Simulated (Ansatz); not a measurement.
Computed with Ansatz on PBE0-D4/def2-TZVP structures; ΔE is electronic, products minus reactants. CCSD(T)/CBS adds triple-zeta CCSD(T) − MP2 to the extrapolated MP2 energy (def2 sets, frozen cores). DFT in def2-TZVPP. B3LYP here is the variant with VWN-RPA as its local correlation; programs differ in this. def2 core potentials past Kr. For Sn outer-core shells are correlated without core-valence functions, which leaves a few kJ/mol of doubt a bond. Each species was taken in one conformer, which may not be the lowest.

Consider the redistribution: `C[SiH](F)[SiH2]Cl` + `F[Si](F)(F)[SnH3]` → `C[SiH](F)[SnH3]` + `F[Si](F)(F)[SiH2]Cl`.

(1) Is it downhill or uphill in electronic energy at CCSD(T)/CBS, and by how much? (Best estimate.)

(2) What do these levels give: r2SCAN-D4, PBE0-D4, PBE0, B3LYP, SCS-MP2/def2-TZVPP, CCSD/def2-TZVPP, CCSD(T)/def2-TZVPP, HF/def2-QZVPP, MP2/def2-QZVPP, SCS-MP2/def2-QZVPP, MP2/CBS(def2), CCSD/CBS(def2)? (An estimate is asked.)

Largest T1 diagnostic among the species: 0.013.

## Answers

(1) Ansatz gave: Uphill: ΔE = +0.9 kcal/mol.

(2) The calculation gave: r2SCAN-D4 0.9, PBE0-D4 1.1, PBE0 1.1, B3LYP 1.0, SCS-MP2/def2-TZVPP 0.8, CCSD/def2-TZVPP 0.9, CCSD(T)/def2-TZVPP 0.9, HF/def2-QZVPP 0.8, MP2/def2-QZVPP 0.8, SCS-MP2/def2-QZVPP 0.8, MP2/CBS(def2) 0.8, CCSD/CBS(def2) 0.9 kcal/mol.
